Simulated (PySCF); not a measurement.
CH6GeOSi, SMILES [GeH2]1[SiH2]O[CH2]1. The structure is a stationary point at TPSSh-D3(BJ)/def2-SVP. The structure was generated by enumeration, and PubChem lists no compound with its InChIKey, so it may never have been made.

Give the equilibrium geometry at TPSSh-D3(BJ)/def2-SVP (PySCF confirms it by a frequency run) as a Z-matrix, and its point group. (The exact figures need the calculation; the answer reports its results.)

point group Cs.
```
Ge
H 1 1.5400
H 1 1.5400 2 108.89
C 1 2.0220 2 115.14 3 131.03
H 4 1.1025 1 113.82 2 -126.56
H 4 1.1025 5 108.59 1 -127.89
O 4 1.4449 5 110.03 6 -120.48
Si 7 1.6968 4 108.51 5 -120.20
H 8 1.4896 7 112.61 4 -118.91
H 8 1.4896 9 107.82 7 124.85
```
Charge 0, spin multiplicity 1.
